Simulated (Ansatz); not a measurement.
`F[SiH2]N[SiH3]` + `F[SiH](F)Cl` → `[SiH3]N[SiH2]Cl` + `F[SiH](F)F`  (redistribution)

Program: Ansatz. Geometries: PBE0-D4/def2-TZVP. ΔE: electronic, gas phase. CBS: MP2 limit from def2 TZ/QZ plus the TZ coupled-cluster correction, frozen cores. This one scheme is used for every species. Functionals use def2-TZVPP. One conformer a species, not always the lowest.

`F[SiH2]N[SiH3]`:

Cartesian coordinates in Å:
```
F 2.287 -0.518 -1.018
Si 1.513 0.233 0.165
N -0.026 -0.436 0.470
Si -1.535 -0.038 -0.286
H 2.360 0.079 1.369
H 1.346 1.636 -0.268
H -0.041 -1.229 1.097
H -2.054 -1.158 -1.114
H -1.282 1.142 -1.147
H -2.568 0.289 0.732
```

`F[SiH](F)Cl`:

Cartesian coordinates in Å:
```
F 0.394 1.040 -1.137
Si 0.075 0.046 0.045
F 1.100 -1.148 -0.046
Cl -1.796 -0.674 -0.190
H 0.227 0.736 1.328
```

`[SiH3]N[SiH2]Cl`:

```xyz
10

Si    1.104   -0.744   -0.842
N    -0.033    0.502   -0.441
Si   -0.930    0.665    1.004
Cl   -2.669   -0.448    1.014
H     1.403   -1.466    0.419
H     0.565   -1.699   -1.847
H     2.349   -0.151   -1.399
H    -0.330    1.095   -1.205
H    -0.112    0.171    2.130
H    -1.348    2.075    1.167
```

`F[SiH](F)F`:

```xyz
5

F     0.046    0.186    1.547
Si    0.009    0.035   -0.018
F    -1.427   -0.457   -0.431
F     1.048   -1.071   -0.432
H     0.324    1.307   -0.666
```

| level | ΔE (kcal/mol) |
| --- | --- |
| ωB97X-V | -2.1 |
| MP2/def2-SVP | -2.1 |

**Question.** What does CCSD(T)/CBS give? (An estimate is asked.)

**Answer.** The calculation gave: -2.8 kcal/mol. The listed levels differ from it by 0.7, 0.7 kcal/mol.

Largest T1 diagnostic among the species: 0.012.

At CCSD(T), def2-SVP lies +0.8 kcal/mol from the extrapolated value and def2-TZVPP −0.1 kcal/mol. Leaving LDA and LC-ωPBE aside and taking each functional with its dispersion term where it has one, the values, not all of them listed here, spread over 0.7 kcal/mol, from PBE-QIDH to B97M-V.
